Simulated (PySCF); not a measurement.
# Relaxation of singlet IO₃Cl

Level of theory: B3LYP/[I def2-SVP with ECP28, O def2-SVP, Cl def2-SVP], scalar-relativistic core potentials, density fitting, no spin–orbit coupling, PySCF. A (50,194) grid was used.

A start displaced from a saddle point along its imaginary mode, of Cs symmetry, held to at least that symmetry:

```xyz
5
charge 0 multiplicity 1, angstrom
I    -0.3120    0.0000    0.0013
O    -0.0920    1.8293    0.1080
O    -2.1425    0.0000   -0.1200
O    -0.0920   -1.8293    0.1080
Cl    2.1962    0.0000   -0.0487
```

(1) What does it relax to?

(2) How much energy is released, and in how many steps?

## Answers

(1) It ends at C3v with I–Cl 2.409 Å, I–O 1.805 Å (×3); Cl–I–O 103.4° (×3), O–I–O 114.8° (×3) (after a last refinement on a finer grid). A frequency run shows a minimum.

(2) 192.3 kJ/mol in 14 steps.

The relaxation took roughly 80 core-seconds on a shared host.
